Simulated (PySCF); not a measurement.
C2H9AsIn (SMILES [CH3][In]([CH3])<-[AsH3]), doublet, geometry from GFN2-xTB (such geometries of metal compounds can be far from the true shape) (the spin is typed, not shown lowest) (all electrons, no relativity); B3LYP/STO-3G (PySCF).

Input for PySCF:
```python
from pyscf import gto, scf, dft

mol = gto.M(
    atom='''
In    0.465815    0.632368    0.834164
C     1.432206    1.909148   -0.926994
H     2.511759    1.800166   -0.998921
H     1.173884    2.953828   -0.766376
H     0.959875    1.548186   -1.840371
C    -1.795812    1.062607    1.437404
H    -2.380621    0.165738    1.236973
H    -2.119426    1.868714    0.781729
H    -1.914424    1.358995    2.476849
As   -0.555110   -1.558733   -1.248882
H    -0.599480   -2.480421   -0.067441
H     0.904863   -1.856220   -1.403408
H    -0.861100   -2.737350   -2.142429
''',
    basis='sto-3g',
    charge=0,
    spin=1,
    verbose=4,
)

mf = dft.UKS(mol)
mf.xc = 'b3lyp'
mf.kernel()
```

The log (banner, timings and long lists left out):

```
PySCF version 2.14.0

[INPUT] verbose = 4
[INPUT] num. atoms = 13
[INPUT] num. electrons = 103
[INPUT] charge = 0
[INPUT] spin (= nelec alpha-beta = 2S) = 1
[INPUT] symmetry False subgroup None
[INPUT] Mole.unit = angstrom
[INPUT] Symbol           X                Y                Z      unit          X                Y                Z       unit  Magmom
[INPUT]  1 In     0.465815000000   0.632368000000   0.834164000000 AA    0.880262774714   1.195002329939   1.576341502972 Bohr   0.0
[INPUT]  2 C      1.432206000000   1.909148000000  -0.926994000000 AA    2.706477093959   3.607766851261  -1.751764779115 Bohr   0.0
[INPUT]  3 H      2.511759000000   1.800166000000  -0.998921000000 AA    4.746536600911   3.401820718754  -1.887687110077 Bohr   0.0
[INPUT]  4 H      1.173884000000   2.953828000000  -0.766376000000 AA    2.218319262009   5.581925939072  -1.448240748440 Bohr   0.0
[INPUT]  5 H      0.959875000000   1.548186000000  -1.840371000000 AA    1.813900863817   2.925647529886  -3.477797157592 Bohr   0.0
[INPUT]  6 C     -1.795812000000   1.062607000000   1.437404000000 AA   -3.393592851207   2.008036208046   2.716299890354 Bohr   0.0
[INPUT]  7 H     -2.380621000000   0.165738000000   1.236973000000 AA   -4.498721696388   0.313199428433   2.337540193482 Bohr   0.0
[INPUT]  8 H     -2.119426000000   1.868714000000   0.781729000000 AA   -4.005134681282   3.531357665140   1.477253713630 Bohr   0.0
[INPUT]  9 H     -1.914424000000   1.358995000000   2.476849000000 AA   -3.617737046294   2.568128354653   4.680566261903 Bohr   0.0
[INPUT] 10 As    -0.555110000000  -1.558733000000  -1.248882000000 AA   -1.049005869007  -2.945578471322  -2.360044941899 Bohr   0.0
[INPUT] 11 H     -0.599480000000  -2.480421000000  -0.067441000000 AA   -1.132853017154  -4.687316363620  -0.127445019567 Bohr   0.0
[INPUT] 12 H      0.904863000000  -1.856220000000  -1.403408000000 AA    1.709943250252  -3.507747426940  -2.652056761024 Bohr   0.0
[INPUT] 13 H     -0.861100000000  -2.737350000000  -2.142429000000 AA   -1.627243165863  -5.172841807078  -4.048604051326 Bohr   0.0

nuclear repulsion = 621.50931916347
number of shells = 34
number of NR pGTOs = 192
number of NR cGTOs = 64
basis = sto-3g
ecp = {}

******** <class 'pyscf.dft.uks.UKS'> ********
method = UKS
initial guess = minao
damping factor = 0
level_shift factor = 0
DIIS = <class 'pyscf.scf.diis.CDIIS'>
diis_start_cycle = 1
diis_space = 8
diis_damp = 0
SCF conv_tol = 1e-09
SCF conv_tol_grad = None
SCF max_cycles = 50
direct_scf = True
direct_scf_tol = 1e-13
number electrons alpha = 52  beta = 51
XC library pyscf.dft.libxc version 7.1.2
    S. Lehtola, C. Steigemann, M. J. T. Oliveira, and M. A. L. Marques,  SoftwareX 7, 1–5 (2018)
XC functionals = b3lyp
    P. J. Stephens, F. J. Devlin, C. F. Chabalowski, and M. J. Frisch,  J. Phys. Chem. 98, 11623 (1994)
radial grids:
    Treutler-Ahlrichs [JCP 102, 346 (1995); DOI:10.1063/1.469408] (M4) radial grids

becke partition: Becke, JCP 88, 2547 (1988); DOI:10.1063/1.454033
pruning grids: <function nwchem_prune>
grids dens level: 3
symmetrized grids: False
atomic radii adjust function: <function treutler_atomic_radii_adjust>
small_rho_cutoff = 0
Set gradient conv threshold to 3.16228e-05
tot grids = 158808
init E= -7958.00120789157

cycle= 1 E= -7975.78857452687  delta_E= -17.8  |g|= 0.499  |ddm|= 2.81
cycle= 2 E= -7975.95139572019  delta_E= -0.163  |g|= 0.276  |ddm|= 1.61
cycle= 3 E= -7976.03075903564  delta_E= -0.0794  |g|= 0.0365  |ddm|= 0.688
cycle= 4 E= -7976.03189840021  delta_E= -0.00114  |g|= 0.0128  |ddm|= 0.0796
cycle= 5 E= -7976.03200260331  delta_E= -0.000104  |g|= 0.0044  |ddm|= 0.027
cycle= 6 E= -7976.03202047384  delta_E= -1.79e-05  |g|= 0.000728  |ddm|= 0.00952
cycle= 7 E= -7976.03202130167  delta_E= -8.28e-07  |g|= 0.000423  |ddm|= 0.00327
cycle= 8 E= -7976.03202148873  delta_E= -1.87e-07  |g|= 0.000144  |ddm|= 0.00121
cycle= 9 E= -7976.03202151943  delta_E= -3.07e-08  |g|= 3.62e-05  |ddm|= 0.000564
cycle= 10 E= -7976.03202152233  delta_E= -2.9e-09  |g|= 6.47e-06  |ddm|= 0.000201
cycle= 11 E= -7976.03202152247  delta_E= -1.35e-10  |g|= 2.03e-06  |ddm|= 5.84e-05
Extra cycle  E= -7976.0320215225  delta_E= -2.91e-11  |g|= 1.11e-06  |ddm|= 1.04e-05
converged SCF energy = -7976.0320215225  <S^2> = 0.75222296  2S+1 = 2.0022217
```
